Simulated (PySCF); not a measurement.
All values below come from PBE-D3(BJ)/def2-TZVP // PBE-D3(BJ)/def2-SVP in PySCF. All species are isolated molecules in the gas phase. 

Reference species: [Hf(H)4] (neutral, multiplicity 1).

```json
{
 "HOMO": "-7.12 eV",
 "charge on the central atom (Mulliken)": "0.69 e",
 "coordination_number": "4"
}
```

Changed species: [Hf(F)(H)3] (3 of 4 F replaced by H; the reference has 4 of 4 F replaced by H).

Task: Give the shifts of the HOMO, charge on the central atom (Mulliken) and coordination number.

Result: the HOMO decreases by 0.07 eV, to -7.19 eV; the charge on the central atom (Mulliken) rises by 0.15 e, to 0.84 e; the coordination number stays essentially unchanged.
